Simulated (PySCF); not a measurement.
(3R,4R)-3,4-difluorocyclobutene (C4H4F2), SMILES F[C@@H]1C=C[C@H]1F. Atoms are numbered in the order given.

```xyz
10

F     -1.7352    -0.2473    -0.8774
C     -0.6911     0.3688    -0.2175
C     -0.6361     0.2318     1.2875
C      0.6361    -0.2318     1.2875
C      0.6911    -0.3688    -0.2175
F      1.7352     0.2473    -0.8774
H     -0.5900     1.4104    -0.5959
H     -1.3767     0.4469     2.0723
H      1.3767    -0.4469     2.0723
H      0.5900    -1.4104    -0.5959
```

The structure is a stationary point at PBE-D3(BJ)/def2-SVP.

The numbers are results of PySCF with SMD-PBE0/6-31G*, not measurements.

Solvation free energies are E(SMD) − E(gas) at the gas-phase geometry, for 1 M in both phases. In vacuum the dipole moment is 1.86 D.

Computed solvation free energies in water, n-hexane, 2-propanol:
```
solvent     ΔG(solv) (kcal/mol)  its non-electrostatic (CDS) part  dipole (D)
----------  -------------------  --------------------------------  ----------
water                      -1.0                               3.6        2.25
n-hexane                   -3.3                              -1.5        2.01
2-propanol                 -4.5                              -0.1        2.23
```
